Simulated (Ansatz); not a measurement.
Mulliken charges of `[SiH2][O][GeH3]` radical from B3LYP/def2-TZVPP in Ansatz (PBE0-D4/def2-TZVP geometry).

```
atom   x (Å)   y (Å)   z (Å)  charge (e)
 Si1  -0.551   1.206  -1.211       0.285
  O2  -0.347  -0.291  -0.586      -0.445
 Ge3   0.665  -0.969   0.712       0.317
  H4  -1.829   1.216  -1.980      -0.063
  H5  -0.604   2.231  -0.120      -0.074
  H6   0.650   0.012   1.896      -0.007
  H7   2.087  -1.150   0.160      -0.010
  H8   0.020  -2.311   1.073      -0.002
```

Question: By hand: the dipole of these point charges (1 e Å = 4.8032 D).

Answer: Σ q r = (0.343, -0.060, 0.258) e Å, of length 0.433 e Å = 2.08 D.

Question: How does the dipole of the full density compare? (Estimate.)

Answer: Computed: (0.177, -0.107, 0.219) e Å, 1.45 D; the point charges give 1.43 times that, at 19° from its direction.

Point charges leave out the atoms' own dipoles, such as those of lone pairs, and Mulliken's split depends on the basis, so the two needn't agree.

B3LYP here is the variant with VWN-RPA as its local correlation; programs differ in this.
